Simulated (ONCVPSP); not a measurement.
## What the settings do to the ONCV potential of Re

Base potential:

Re, optimised norm-conserving Vanderbilt (ONCV), made with ONCVPSP 4.0.1 (PBEsol, fully relativistic). Core [Kr] 4d10 4f14, reference 5s2 5p6 5d4 (charge +3). Waves: 5s: rc 1.35 bohr, ncon 4, nbas 8, qcut 6.7 1/bohr, 3 projectors, debl 1 Ha; 5p: rc 1.70 bohr, ncon 5, nbas 9, qcut 9.7 1/bohr, 2 projectors, debl 1.2 Ha; 5d: rc 1.35 bohr, ncon 5, nbas 8, qcut 8.4 1/bohr, local. Local part: the d channel. Core correction: Teter function, fcfact 4.75, rcfact 1.2.

Open shells are filled in proportion to 2j + 1.

In the s channel the program set the typed energies aside and used -4.220, 0.250, 1.250 Ha. In the p channel the program set the typed energies aside and used -2.698, 0.250 Ha (j = l + 1/2; the other j can differ).

Cutoffs, loose and tight: the cutoffs (Ha) at which the residual kinetic energy of the hardest occupied pseudo-wave falls to 1 and 0.1 mHa per electron. They do not see the model core or the augmentation charge, which bear on the density cutoff. Test errors are all-electron minus pseudo excitation energies from the reference, over the configurations 5s2 5p6 5d5 6s2; 5s2 5p6 5d5 6s1; 5s2 5p6 5d5; 5s1 5p6 5d5 6s2. A dash means not determined; rows that change the core or the reference have their own tests.

A true bound ghost makes a file unfit for plane-wave use even where its test errors are small: the radial tests pick states by their node count and pass the ghost by.

```tsv
change	outcome	cutoff, loose	cutoff, tight	bound ghosts	GHOST(+) flags above zero	largest test error (meV)
base	generated, projector energies reset by the program, misses its reference levels by 0.68 eV	31 Ha	92 Ha	none	s	-130
all radii but the core radius scaled by about 0.80 (s 1.08, p 1.36, d 1.08 bohr)	generated, projector energies reset by the program, misses its reference levels by 0.70 eV	184 Ha	206 Ha	s	s, p3/2, p1/2	-84
all radii but the core radius scaled by about 0.85 (s 1.14, p 1.44, d 1.14 bohr)	generated, projector energies reset by the program, misses its reference levels by 0.69 eV	155 Ha	179 Ha	s	s, p3/2, p1/2	-85
all radii but the core radius scaled by about 0.92 (s 1.24, p 1.56, d 1.24 bohr)	generated, projector energies reset by the program, misses its reference levels by 0.69 eV	63 Ha	136 Ha	none	s	-100
all radii but the core radius scaled by about 0.96 (s 1.30, p 1.64, d 1.30 bohr)	generated, projector energies reset by the program, misses its reference levels by 0.68 eV	39 Ha	101 Ha	none	s	-116
all radii but the core radius scaled by about 1.14 (s 1.54, p 1.92, d 1.54 bohr)	generated, projector energies reset by the program, misses its reference levels by 0.68 eV	28 Ha	33 Ha	none	none	-211
all radii but the core radius scaled by about 1.19 (s 1.60, p 2.02, d 1.60 bohr)	generated, projector energies reset by the program, misses its reference levels by 0.68 eV	26 Ha	32 Ha	none	none	-240
all radii but the core radius scaled by about 1.23 (s 1.66, p 2.10, d 1.66 bohr)	generated, projector energies reset by the program, misses its reference levels by 0.68 eV	26 Ha	31 Ha	none	none	-278
all radii but the core radius scaled by about 1.30 (s 1.76, p 2.22, d 1.76 bohr)	generated, projector energies reset by the program, misses its reference levels by 0.68 eV	24 Ha	30 Ha	none	none	-332
```

(1) What comes out with this change to the base: all radii but the core radius scaled by about 1.04 (s 1.40, p 1.76, d 1.40 bohr)?

Answers

(1) outcome: generated, projector energies reset by the program, misses its reference levels by 0.68 eV; cutoff, loose: 30 Ha; cutoff, tight: 82 Ha; bound ghosts: none; GHOST(+) flags above zero: s; largest test error (meV): -149.

Reading the sweep of the scale of all radii but the core radius (base = 1) (base included, trends over the rows without a ghost): The loose cutoff falls from 63 Ha at 0.92 to 24 Ha at 1.3. A larger radius leaves more room for a smooth pseudo-wave, so fewer plane waves are needed; a smaller one forces it to follow the all-electron wave where it bends sharply. The median size of the test errors (rows with all tests solved) stays near 12.7 meV. Bound ghosts are found at 0.8, 0.85.
